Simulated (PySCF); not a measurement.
## Electronic absorption of C3H10OSSi

Species: C3H10OSSi.
Atom-mapped SMILES: `[CH3:1][O:2][CH2:3][SiH2:4][S:5][CH3:6]` (hydrogens: H7, H8, H9 on C1; H10, H11 on C3; H12, H13 on Si4; H14, H15, H16 on C6)

Method: TDDFT PBE0/def2-SVPD, vertical, gas phase, core orbitals frozen in the response (PySCF). One conformer (not necessarily the lowest) at the GFN2-xTB geometry, without solvent, vibrations or thermal averaging. Torsions of this conformer, `[CH3:1][O:2][CH2:3][SiH2:4][S:5][CH3:6]`: C1–O2–C3–Si4 -75°, O2–C3–Si4–S5 -173°, C3–Si4–S5–C6 179°.

Question: List the vertical singlet excitations with oscillator strengths and describe the spectrum.

Answer: 

```csv
state,λ (nm),E (eV),f,|μ| (D),"main configurations (H = HOMO, L = LUMO)"
S1,228.7,5.42,0.0031,0.39,H→L (91%)
S2,212.0,5.85,0.0099,0.67,H→L+1 (94%)
S3,203.8,6.08,0.012,0.71,"H-1→L (82%), H-1→L+1 (9%)"
S4,194.2,6.38,0.0006,0.16,H→L+2 (92%)
S5,188.8,6.57,0.031,1.12,"H-1→L+1 (87%), H-1→L (9%)"
S6,184.3,6.73,0.017,0.81,H→L+3 (91%)
S7,179.9,6.89,0.0048,0.43,H-1→L+2 (81%)
S8,178.0,6.97,0.0060,0.48,"H→L+4 (58%), H→L+5 (26%)"
```

Triplets (Tamm–Dancoff): T1 5.09 eV, H→L (74%), H→L+1 (12%); T2 5.46 eV, H→L+1 (73%), H→L (17%); T3 5.77 eV, H-1→L (69%), H-1→L+1 (17%).

The lowest singlet lies at 5.42 eV (229 nm, ultraviolet) and is very weak; its leading configuration is HOMO→LUMO (91%). The most intense listed level is S5 at 6.57 eV (189 nm, f = 0.031), 1.14 eV above S1. Löwdin shares by element: HOMO sulfur 70%, carbon 10% or more, silicon 9%; LUMO sulfur 29%, silicon 21%, carbon 8% or more, hydrogen 7% or more (atoms not listed hold the other 35%). Orbital energies (eV): HOMO-3 -9.15, HOMO-2 -8.57, HOMO-1 -7.27, HOMO -6.80, LUMO 0.01, LUMO+1 0.41, LUMO+2 0.62. The oscillator strengths of these states sum to 0.084; summed over the whole spectrum of an exact calculation they would give the number of electrons, 66 (Thomas–Reiche–Kuhn). Weighted by f, the mean energy of these states is 6.45 eV. Only the lowest 8 singlets were computed, as vertical energies without vibronic structure.

The run took 75 s of wall time (grids of density and orbitals included) on one thread, Arm Neoverse N1 (aarch64), on a shared host, and the process peaked at 0.85 GiB of memory.

Without π bonds the low states are Rydberg-like; a valence basis with one diffuse set may place them up to an eV too high.
